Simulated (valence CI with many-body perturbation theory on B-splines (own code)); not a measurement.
**Ladder of approximations for Rh VII**

Computed by valence CI with perturbative core correlation (CI+MBPT): three valence electrons over a frozen Dirac-Fock core [Kr], radial functions for each j: 9 s, 9 p, 10 d, 8 f, 5 g, 3 h, 1 i, with the one-electron correlation potential Σ1, the two-electron term Σ2, the three-electron term Σ3, Breit, model QED; selected CI, second order for the rest, scaled by the run's own slope (own B-spline code, finite nucleus).

No measured spectrum was set against this ion. As an estimate, terms of the open shell hold to 2 to 4 % of their energy, and close levels can change places; different configurations can be misplaced against each other by 1,000 to 8,000 cm⁻¹. Core correlation moves these levels by up to 18000 cm⁻¹, and in measured spectra 5 to 20 % of such shifts remained as error; rates that hang on mixing are uncertain with them. The list stops below the first excitations out of the core.

Each rung adds one term. CI alone is the Dirac-Coulomb CI over the frozen core; QED comes last and gives the full result, which names the levels. Energies are above 4d3 4F_3/2 on the same rung, in eV.

Names give the largest LS component (configuration and term), which can be under half, so a name can repeat, a term be missing and a line seem to break the LS rules; names also repeat where a configuration has a term twice. Letters in brackets count levels of one name in rising energy.

| Level | CI alone |
| --- | --- |
| 4d3 4F_5/2 | 0.227 |
| 4d3 4F_7/2 | 0.496 |
| 4d3 4F_9/2 | 0.782 |
| 4d3 4P_3/2 | 1.912 |
| 4d3 4P_1/2 | 1.963 |
| 4d3 2G_7/2 | 2.322 |
| 4d3 4P_5/2 | 2.322 |
| 4d3 2G_9/2 | 2.477 |
| 4d3 2D_3/2 [a] | 2.713 |
| 4d3 2P_1/2 | 2.794 |
| 4d3 2H_11/2 | 3.312 |
| 4d3 2H_9/2 | 3.277 |
| 4d3 2D_5/2 [a] | 3.312 |
| 4d3 2P_3/2 | 3.442 |
| 4d3 2F_7/2 | 4.809 |
| 4d3 2F_5/2 | 4.874 |

Q: What do these energies become with core correlation, Breit and QED?

A: 4d3 4F_5/2 0.239 (+0.0128); 4d3 4F_7/2 0.520 (+0.0241); 4d3 4F_9/2 0.813 (+0.0307); 4d3 4P_3/2 1.909 (-0.0030); 4d3 4P_1/2 1.944 (-0.0192); 4d3 2G_7/2 2.197 (-0.1244); 4d3 4P_5/2 2.311 (-0.0108); 4d3 2G_9/2 2.315 (-0.1625); 4d3 2D_3/2 [a] 2.790 (+0.0769); 4d3 2P_1/2 2.931 (+0.1365); 4d3 2H_11/2 3.057 (-0.2550); 4d3 2H_9/2 3.079 (-0.1981); 4d3 2D_5/2 [a] 3.367 (+0.0548); 4d3 2P_3/2 3.599 (+0.1578); 4d3 2F_7/2 4.604 (-0.2045); 4d3 2F_5/2 4.673 (-0.2002).

Q: How does the ionisation energy move along the ladder, and which term matters most?

A: CI alone 95.275, + Σ1 96.969, + Σ2 97.922, + Σ3 97.918, + Breit 97.920, + QED 97.927 eV. The largest step is Σ1, 1.693 eV. NIST lists 97 ± 2 eV (theoretical).
